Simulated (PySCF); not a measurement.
Compound: C5H10NSi2 (doublet state).
Cartesian coordinates in Å at the GFN2-xTB level; atoms count from 1:
```xyz
18
C5H10NSi2 angstrom
C      2.884   -2.021    0.584
C      1.988   -1.255    0.821
Si     0.605   -0.055    1.144
Si     0.901    2.082    0.367
N     -0.459    1.958   -0.680
C     -1.168    0.728   -0.945
C     -0.804   -0.381   -0.025
C     -1.528   -1.666   -0.193
H      3.672   -2.691    0.386
H      0.216   -0.303    2.548
H      2.131    2.401   -0.378
H      0.658    3.210    1.278
H     -0.719    2.698   -1.311
H     -2.255    0.919   -0.879
H     -0.989    0.403   -1.990
H     -1.163   -2.208   -1.072
H     -2.598   -1.506   -0.340
H     -1.379   -2.307    0.673
```

The hyperfine couplings belong to this conformer and change with its torsions.

As a line formula: `N1[SiH2][Si@@H]([C](C1)C)C#C` [radical].

Method used: PySCF, UKS B3LYP, pcH-1 on C H N Si, non-relativistic, mean-field spin-orbit, GIAO. Geometry: GFN2-xTB; no solvent, vibrations or thermal averaging. A GFN2-xTB geometry isn't a minimum of the functional, and hyperfine couplings can be far from their values at a DFT geometry. The SCF solution wasn't tested for stability.

Problem. Predict the first-order ENDOR lines of C7, C2, C6, C8, C1, H15, H14, H16/H17/H18, H10 and Si3 under fast tumbling at B = 3349.1 mT (W band).

Solution. For S = 1/2 in fast tumbling each set of equivalent nuclei gives two lines, ν± = |νn ± a/2| to first order, with νn = g_N μN B/h and μN/h = 7.62259 MHz/T.

```csv
nuclei,isotope,g_N,νn (MHz),a_iso (MHz),lower line (MHz),upper line (MHz)
C7,13C,1.4048,35.86,81.98,5.13,76.85
C2,13C,1.4048,35.86,46.44,12.64,59.08
C6,13C,1.4048,35.86,-31.83,19.95,51.78
C8,13C,1.4048,35.86,-29.18,21.27,50.45
C1,13C,1.4048,35.86,5.20,33.26,38.47
H15,1H,5.5857,142.60,111.42,86.88,198.31
H14,1H,5.5857,142.60,93.17,96.01,189.18
H16/H17/H18,1H,5.5857,142.60,65.04,110.07,175.12
H10,1H,5.5857,142.60,57.25,113.97,171.22
Si3,29Si,-1.1106,28.35,40.78,7.96,48.74
```

The rows for 13C and 29Si, of low natural abundance, apply to labelled samples.

Problem. Which pairs are centred on the nuclear Larmor frequency, and which on half the coupling?

Solution. Centred on νn, since |a| < 2νn: C2, C6, C8, C1, H15, H14, H16/H17/H18, H10 and Si3. Centred on |a|/2 and split by 2νn: C7.

Problem. At what field would the lower line of C6 fall to zero frequency?

Solution. Where νn = |a|/2, that is B = 15.91 MHz/(1.4048 × 7.62259 MHz/T) = 1490 mT, as far as first order holds there.

Couplings of abundant isotopes left out: H12 (2.6 MHz), H13 (-1.9 MHz) and H11 (1.8 MHz).

Class means assume fast exchange of nuclei equivalent by connectivity; if that motion is slow, each nucleus keeps its own coupling. The three 1H nuclei of mean +65.0 MHz run from 13.1 to 122.4 MHz in the frozen geometry.
